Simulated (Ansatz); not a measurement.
Start from `C[Si](N)(N)F` and change one atom or group to get `N[Si](N)(F)[SiH3]`.

Ansatz, PBE0-D4/def2-TZVP geometries, multiplicity 1. Each molecule was computed in one conformer, which needn't be the lowest.

```
                                                                                  property  `C[Si](N)(N)F`
                                                         HOMO energy (PBE/def2-TZVPP) / eV           -5.96
                                                       HOMO–LUMO gap (PBE/def2-TZVPP) / eV            5.99
                                                       HOMO energy (B3LYP/def2-TZVPP) / eV           -7.18
                                                     LUMO energy (ωB97M-V/def2-TZVPP) / eV            2.20
ideal-gas entropy at 298 K and 1 bar (rigid rotor, harmonic PBE0-D4/def2-TZVP) / J/(mol·K)             350
                                                       LUMO energy (B3LYP/def2-TZVPP) / eV            0.47
```

**Question.** Give the same properties after the change, and the shifts. (Estimate.)

**Answer.** Ansatz gave: 
```tsv
property	`N[Si](N)(F)[SiH3]`	shift
HOMO energy (PBE/def2-TZVPP) / eV	-6.03	-0.07
HOMO–LUMO gap (PBE/def2-TZVPP) / eV	5.59	-0.40
HOMO energy (B3LYP/def2-TZVPP) / eV	-7.12	0.06
LUMO energy (ωB97M-V/def2-TZVPP) / eV	2.06	-0.14
ideal-gas entropy at 298 K and 1 bar (rigid rotor, harmonic PBE0-D4/def2-TZVP) / J/(mol·K)	375	25
LUMO energy (B3LYP/def2-TZVPP) / eV	0.19	-0.28
```

With PBE0 the HOMO rises by 0.09 eV and the LUMO falls by 0.45 eV, so the gap narrows by about 0.54 eV. PBE moves the HOMO by -0.07 eV and ωB97M-V by 0.31 eV.

Positive LUMOs are unbound, so they and the gaps depend on the basis.

B3LYP here is the variant with VWN-RPA as its local correlation; programs differ in this.
